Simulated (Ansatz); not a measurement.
Input file for Ansatz (a quantum-chemistry and plane-wave program): R-wB97X-V/def2-TZVPP on CH4 (SMILES C).

Ansatz 0.2 input:
```yaml
crystal:
  periodic: [false, false, false]
  atoms:
    - {symbol: C, position_ang: [0.00000000, -0.00000000, -0.00000000]}
    - {symbol: H, position_ang: [0.63465846, 0.63465846, 0.63465846]}
    - {symbol: H, position_ang: [-0.63465846, -0.63465846, 0.63465846]}
    - {symbol: H, position_ang: [0.63465846, -0.63465846, -0.63465846]}
    - {symbol: H, position_ang: [-0.63465846, 0.63465846, -0.63465846]}
basis:
  gaussian:
    orbitals: def2-TZVPP
hamiltonian:
  xc: {name: wB97X-V}
scf: {lower_state_search: off}
```

Program output:

```
WARN ansatz: RAYON_NUM_THREADS=4 ignored (pool sized by the plan → 4); use --threads N
Functional definition: wB97X-V
these checks for a lower state are left out or cut short: stability, starts, cluster_reference, orbital_swaps, neighbouring_geometries, increment
integrals: 0.02 GiB planned
416 factors; their error is unknown
integrals: 0.05 GiB planned
123 factors; integrals over basis functions are off by at most 1.2e-5 eV
mean field: 0.23 GiB planned
mean field evaluation 1: about -1100.5707 eV, gradient 3.0e1 eV
mean field evaluation 2: about -1101.6184 eV, gradient 2.0e1 eV
mean field evaluation 4: about -1102.5063 eV, gradient 1.2e-1 eV
mean field evaluation 8: about -1102.5045 eV, gradient 3.3e-2 eV
mean field -1102.50453816 eV, -40.5162944729 hartree, gradient 2.8e-6 eV, S^2 0.000000; 0 other end points of the search recorded, 0 dependent functions left out
reference -1102.50453681 eV, -40.5162944233 hartree; 5, 5 occupied and 82, 82 virtual orbitals, 416 factors
Total energy: -1102.50453681 eV, -40.5162944233 hartree
Checks for a lower state left out: stability, starts, cluster_reference, orbital_swaps, neighbouring_geometries, increment
```

Self-consistency was reached.

Cost: around 1.5 core-seconds (rough).
